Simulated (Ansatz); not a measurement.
`FB(Cl)B1O[SiH]1F` + HBr → `FB(Cl)Br` + `F[SiH]1BO1` at 500 K and 1 bar (cleavage of the B–B bond).

Program: Ansatz. Geometries: PBE0-D4/def2-TZVP. ΔE: electronic, gas phase. CBS: MP2 limit from def2 TZ/QZ plus the TZ coupled-cluster correction, frozen cores. For Br outer-core shells are correlated without core-valence functions, which leaves a few kJ/mol of doubt a bond. Scalar relativity is left out up to krypton. Each species was taken in one conformer, which may not be the lowest.

```
           species  CCSD(T)/CBS energy (Eh)  H − E (kJ/mol)  S (J/(mol·K))
`FB(Cl)B1O[SiH]1F`              -1073.98781           123.1          447.7
               HBr              -2573.91920            30.5          213.7
        `FB(Cl)Br`              -3157.81685            49.9          338.7
      `F[SiH]1BO1`               -490.11970           104.2          326.9
```

H − E and S are ideal-gas, rigid-rotor, harmonic terms from PBE0-D4/def2-TZVP, for one conformer and one mirror image of each species. 1 Eh = 2625.50 kJ/mol, R = 8.31446 J/(mol·K).

By hand: ΔE, ΔH, ΔS and ΔG.

ΔE = (-3157.81685) + (-490.11970) − (-1073.98781) − (-2573.91920) = -0.02954 Eh = -77.6 kJ/mol. Δ(H − E) = 49.9 + 104.2 − 123.1 − 30.5 = 0.5, so ΔH = -77.1 kJ/mol. ΔS = 338.7 + 326.9 − 447.7 − 213.7 = 4.2 J/(mol·K). ΔG = -77.1 − 500 × (4.2)/1000 = -79.2 kJ/mol.

By hand: the equilibrium constant, and the temperature at which ΔG would vanish if ΔH and ΔS stayed fixed.

log₁₀ K = −ΔG/(RT ln 10) = 8.3. ΔH and −TΔS have one sign here, so there is no such temperature. One of them is within its doubt of zero, so this could turn.

The number of gas molecules stays the same, so ΔS is small and ΔH decides. A doubt of 5 kJ/mol in ΔE shifts log₁₀ K by 0.5 here. Other conformers and mirror images would add mixing entropy, several J/(mol·K) or more a flexible species. Modes under 60 cm⁻¹, often nearly free rotors, make the harmonic entropy too high. These are equilibria of isolated gas molecules and say nothing of rates. Largest T1 diagnostic: 0.015 (customary marks: 0.02 for closed shells, 0.045 for open ones).
